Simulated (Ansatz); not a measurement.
`[SiH3]/C=C/I` and `N/C=C/[SiH3]` differ in one atom or group.

Ansatz, PBE0-D4/def2-TZVP geometries, multiplicity 1. Each molecule was computed in one conformer, which needn't be the lowest.

Elements past krypton have def2 core potentials.

```tsv
property	`[SiH3]/C=C/I`
HOMO energy (PBE/def2-TZVPP) / eV	-6.14
LUMO energy (PBE/def2-TZVPP) / eV	-1.86
size of the dipole moment (ωB97M-V/def2-TZVPP) / D	0.76
HOMO–LUMO gap (B3LYP/def2-TZVPP) / eV	5.86
HOMO energy (PBE0/def2-TZVPP) / eV	-7.19
size of the dipole moment (PBE/def2-TZVPP) / D	0.67
```

Task: What does the change do to each property? (Estimate.)

Result: Computed: 
| property | `N/C=C/[SiH3]` | shift |
| --- | --- | --- |
| HOMO energy (PBE/def2-TZVPP) / eV | -5.13 | 1.01 |
| LUMO energy (PBE/def2-TZVPP) / eV | -0.50 | 1.36 |
| size of the dipole moment (ωB97M-V/def2-TZVPP) / D | 3.06 | 2.30 |
| HOMO–LUMO gap (B3LYP/def2-TZVPP) / eV | 6.26 | 0.40 |
| HOMO energy (PBE0/def2-TZVPP) / eV | -6.24 | 0.95 |
| size of the dipole moment (PBE/def2-TZVPP) / D | 3.19 | 2.52 |

With PBE0 the HOMO rises by 0.95 eV and the LUMO rises by 1.38 eV, so the gap widens by about 0.43 eV. PBE moves the HOMO by 1.01 eV and ωB97M-V by 0.87 eV. Dipoles are sizes alone; their direction can turn.

B3LYP here is the variant with VWN-RPA as its local correlation; programs differ in this.

Spin–orbit coupling is left out; it splits and shifts lone-pair levels of the heavy atoms by tenths of an eV.
